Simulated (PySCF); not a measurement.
## A series of derivatives of CC[SiH2]S[SiH2]N

Parent skeleton `[CH3:1][CH2:2][SiH2:3][S:4][SiH2:5][NH2:6]`; one hydrogen on atom 3 is replaced by X. Hydrogens on one atom are averaged.

Computational details: GFN2-xTB structure, σ from GIAO-PBE0/pcSseg-1, in PySCF 2.14.0 with density-fitted response routines (one computed conformer, averaged over atoms made equivalent by symmetry, fast rotation or ring inversion, no solvent, relativity neglected).

δ = σ(ref) − σ, references computed at the same level: 13C (σ = 186.93 ppm), 29Si (σ = 349.16 ppm), 1H (σ = 31.72 ppm) vs TMS; CS2 for 33S (σ = 503.73 ppm); NH3 for 15N (σ = 267.73 ppm).

Parent (X = H): C1 10.3, C2 7.8, Si3 -25.4, S4 -299.0, Si5 -26.9, N6 18.3, H(C1) 1.20, H(C2) 1.11, H(Si3) 4.86 ppm. Effects are Δδ = δ(X) − δ(H), positive for deshielding.

Question: Order these by the shift of N6, most shielded first.
A. X = SSiH3
B. X = isopropenyl
C. X = CH3

Answer: C (-10.1 ppm), A (-7.0 ppm), B (+1.6 ppm).

Experimental scales use liquid or dissolved standards, which lie at an offset from isolated NH3 (liquid NH3: subtract about 20 ppm).
